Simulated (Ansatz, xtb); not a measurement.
# Ranking isomers of C4H6F4O

7 gas-phase structures of C4H6F4O, from a drawn sample of its isomers (lower ones may exist). Each was relaxed with GFN2-xTB; where two conformers were screened, the lower at r2SCAN-D4/def2-SVP is listed:

A. `FCCCOC(F)(F)F`, a singlet
B. `CO[C@](C)(F)C(F)(F)F`, a singlet
C. `C[C@H](F)OCC(F)(F)F`, a singlet
D. `C[C@@H](F)[C@@H](F)OC(F)F`, a singlet
E. `C[C@](O)(CF)C(F)(F)F`, a singlet
F. `OC[C@H](F)CC(F)(F)F`, a singlet
G. `C[C@H](OCF)C(F)(F)F`, a singlet

**Question.** Estimate their order in r2SCAN-D4/def2-SVP energy at these geometries, lowest first.

**Answer.** Calculated order at r2SCAN-D4/def2-SVP: E (0.000), A (0.044), F (0.069), C (0.073), B (0.084), G (0.150), D (0.316) eV. Less than 1 kcal/mol parts A and F; F and C; C and B, so the order within those pairs means little.

Energies above the lowest of each column, in eV; the last columns are at PBE-D3(BJ)/def2-SVP geometries and were run for some of them only (a dash: not run or not comparable):

```csv
structure,GFN2-xTB,HF/STO-3G,r2SCAN-D4/def2-SVP,PBE-D3(BJ)/def2-SVP,CCSD(T)/def2-SVP + ΔMP2/def2-TZVPP
E,0.429,0.439,0.000,0.000,0.000
A,0.000,0.000,0.044,0.004,0.102
F,0.432,0.454,0.069,0.007,0.038
C,0.353,0.092,0.073,0.012,0.102
B,0.446,0.206,0.084,0.101,0.240
G,0.378,0.206,0.150,0.121,–
D,0.351,0.341,0.316,–,–
```

CCSD(T)/def2-SVP + ΔMP2/def2-TZVPP puts E lowest of those it was run on, with F within 1 kcal/mol; GFN2-xTB picks A, HF/STO-3G picks A. CCSD(T)/def2-SVP + ΔMP2/def2-TZVPP orders those it was run on as E (0.000), F (0.038), C (0.102), A (0.102), B (0.240) eV. Less than 1 kcal/mol parts E and F; C and A, so the order within those pairs means little. Some further structures that were screened fall inside this span and aren't listed. Flexible structures stand in one conformer each, not always the lowest. Frequencies (GFN2-xTB) were run for A, B, C, E, F alone. ΔMP2 is the change of the MP2 energy from the smaller to the larger basis.

Over these structures GFN2-xTB departs from r2SCAN-D4/def2-SVP by 0.140 eV on average once a common shift is removed. A GFN2-xTB relaxation took about 0.091 s and the r2SCAN-D4/def2-SVP energy about 2.3 s on a shared host (Ansatz 0.2.0, xtb 6.7.1).
